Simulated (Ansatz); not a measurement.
C2H8O3Si2 (`O[SiH2]/C=C\[SiH](O)O`). The species carries charge 0 and has multiplicity 1. All single points use the PBE0-D4/def2-TZVP geometry. It is one conformer, not always the lowest.

```xyz
15

O     2.116    0.320   -0.392
Si    1.330    0.047   -1.802
C    -0.461   -0.418   -1.556
C    -1.155   -0.487   -0.414
Si   -0.591   -0.169    1.322
O     0.194    1.292    1.344
O    -1.924   -0.079    2.281
H     1.680    0.915    0.235
H     2.034   -1.073   -2.476
H     1.352    1.230   -2.710
H    -0.999   -0.652   -2.480
H    -2.206   -0.780   -0.475
H     0.298   -1.226    1.873
H     0.280    1.724    2.196
H    -1.949   -0.643    3.054
```

(1) What is the dipole moment at B3LYP/def2-TZVPP? (Estimate.)

(2) And with PBE, r2SCAN, ωB97M-V? (Estimate.)

(3) Give the Mulliken charges with B3LYP, PBE, ωB97M-V in def2-TZVPP. (An estimate is asked.)

## Answers

(1) Ansatz gave: 2.78 D, with components (-1.49, -0.21, 2.34) D in this frame, pointing from negative to positive charge.

(2) The calculation gave: PBE 2.76 D, r2SCAN 2.79 D, ωB97M-V 2.83 D.

(3) Computed: 
| atom | B3LYP | PBE | ωB97M-V |
| --- | --- | --- | --- |
| O1 | -0.42 | -0.37 | -0.41 |
| Si2 | 0.53 | 0.44 | 0.46 |
| C3 | -0.18 | -0.15 | -0.21 |
| C4 | -0.23 | -0.20 | -0.26 |
| Si5 | 0.64 | 0.52 | 0.58 |
| O6 | -0.41 | -0.37 | -0.39 |
| O7 | -0.40 | -0.36 | -0.38 |
| H8 | 0.20 | 0.19 | 0.20 |
| H9 | -0.09 | -0.08 | -0.05 |
| H10 | -0.10 | -0.09 | -0.06 |
| H11 | 0.09 | 0.08 | 0.11 |
| H12 | 0.11 | 0.10 | 0.12 |
| H13 | -0.11 | -0.11 | -0.06 |
| H14 | 0.19 | 0.19 | 0.18 |
| H15 | 0.19 | 0.19 | 0.18 |

B3LYP here is the variant with VWN-RPA as its local correlation; programs differ in this.
